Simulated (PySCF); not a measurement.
C₅H₁₂GeO₂.
SMILES: `CC[C@@H]1C[O][Ge@@H]([CH3])[O]1`

A linear-response calculation (PySCF, def2-SVPD basis, gas phase, vertical, core orbitals frozen in the response) gave these numbers; the functional is withheld.

Orbital energies (eV): HOMO-3 -8.76, HOMO-2 -8.23, HOMO-1 -7.50, HOMO -7.30, LUMO 0.21, LUMO+1 0.27, LUMO+2 0.54.

```
state  E (eV)       f  main configurations (H = HOMO, L = LUMO)
   S1    6.51  0.0048                                 H→L (90%)
   S2    6.59  0.0062                  H-1→L (78%), H→L+1 (12%)
   S3    6.78  0.0064                  H→L+1 (74%), H-1→L (10%)
   S4    6.97   0.043                 H-1→L+1 (85%), H-1→L (8%)
   S5    7.01  0.0019                               H→L+2 (94%)
   S6    7.25  0.0061                  H→L+3 (65%), H→L+4 (18%)
```

Triplets (Tamm–Dancoff): T1 6.25 eV, H→L (74%), H→L+1 (8%); T2 6.29 eV, H-1→L (74%); T3 6.69 eV, H→L+1 (72%), H-1→L (10%); T4 6.76 eV, H-1→L+1 (57%), H-1→L+2 (16%), H→L (10%).

Vertical ionisation energy by ΔSCF with the same functional: 9.35 eV. Mean static polarisability: 94.9 au.

Question: Which of these was used?
A. B3LYP
B. PBE
C. wB97X-D
D. HF

Answer: A. B3LYP is a global hybrid with 20% exact exchange. In this run −ε(HOMO) = 7.30 eV differs from the ΔSCF value by -2.05 eV, and S1 differs from the orbital gap of 7.52 eV by -1.01 eV. The ratio −ε(HOMO)/IP is 0.78. Small neutral molecules mostly give 0.67 to 0.83 with B3LYP, 0.5 to 0.7 with PBE, 0.89 to 0.99 with wB97X-D; with Hartree–Fock the ratio is 1 or more (Koopmans' value less the relaxation energy is the ΔSCF value). The other options: PBE, a GGA without exact exchange; HF, time-dependent Hartree–Fock, 100% exact exchange; wB97X-D, range-separated, 22% exact exchange at short range and 100% at long range (ω = 0.2 bohr⁻¹).

Level of theory: TDDFT B3LYP/def2-SVPD, vertical, gas phase, core orbitals frozen in the response (PySCF). One conformer (not necessarily the lowest) at the PBE0-D3(BJ)/def2-SVP geometry, without solvent, vibrations or thermal averaging. Relativistic effects, spin–orbit coupling among them, are left out although an element past zinc is present.
